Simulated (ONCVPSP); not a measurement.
## palladium (Pd), ONCV: configuration errors across variants

palladium (Pd), optimised norm-conserving Vanderbilt (ONCV), made with ONCVPSP 4.0.1 (PW91, scalar-relativistic). Core [Ar] 3d10, reference 4s2 4p6 4d9.5 (charge +0.5). Waves: 4s: rc 0.90 bohr, ncon 4, nbas 8, qcut 5.8 1/bohr, 2 projectors, debl 0.5 Ha; 4p: rc 1.10 bohr, ncon 4, nbas 9, qcut 8.7 1/bohr, 3 projectors, debl 1.8 Ha; 4d: rc 1.70 bohr, ncon 4, nbas 8, qcut 9.3 1/bohr, 2 projectors, debl 2.5 Ha. Local part: polynomial inside 0.70 bohr (lpopt 5, dvloc0 3 Ha). Core correction: Teter function, fcfact 4.75, rcfact 1.4.

In the s channel the program set the typed energies aside and used -3.334, 0.250 Ha. In the p channel the program set the typed energies aside and used -2.078, 0.250, 2.050 Ha.

All-electron excitation energies from the reference (eV): (1) 4s2 4p6 4d10 -3.267; (2) 4s2 4p6 4d9 5.918; (3) 4s2 4p6 4d8 26.813; (4) 4s1 4p6 4d10 88.384.

A true bound ghost makes a file unfit for plane-wave use even where its test errors are small: the radial tests pick states by their node count and pass the ghost by.

Errors AE − PS in meV (a dash: test not solved or not reliable):

| change | (1) | (2) | (3) | (4) | bound ghosts | GHOST(+) flags above zero |
| --- | --- | --- | --- | --- | --- | --- |
| base | -0.3 | -0.1 | -0.8 | -74 | s | p |
| core correction Teter function, fcfact 4.75, rcfact 0.92 | -0.2 | -0.1 | -0.9 | -68 | s | p |
| core correction Teter function, fcfact 4.75, rcfact 1.08 | -0.2 | -0.1 | -0.9 | -69 | s | p |
| core correction Teter function, fcfact 4.75, rcfact 1.2 | -0.2 | -0.1 | -0.9 | -71 | s | p |
| core correction Teter function, fcfact 4.75, rcfact 1.42 | -0.3 | -0.1 | -0.8 | -75 | s | p |
| core correction Teter function, fcfact 4.75, rcfact 1.54 | -0.3 | -0.1 | -1.1 | -76 | s | p |
| core correction Teter function, fcfact 4.75, rcfact 1.66 | -0.3 | -0.2 | -2.0 | -78 | s | p |
| core correction Teter function, fcfact 4.75, rcfact 1.78 | -0.3 | -0.3 | -3.8 | -79 | s | p |
| core correction Teter function, fcfact 4.75, rcfact 1.96 | -0.5 | -0.7 | -9.8 | -81 | s | p |
| core correction Teter function, fcfact 4.75, rcfact 2.02 | -0.6 | -0.9 | -13 | -82 | s | p |

Task: Give the same row for: core correction Teter function, fcfact 4.75, rcfact 1.3.

Result: -0.2, -0.1, -0.8, -73; bound ghosts: s; GHOST(+) flags above zero: p.
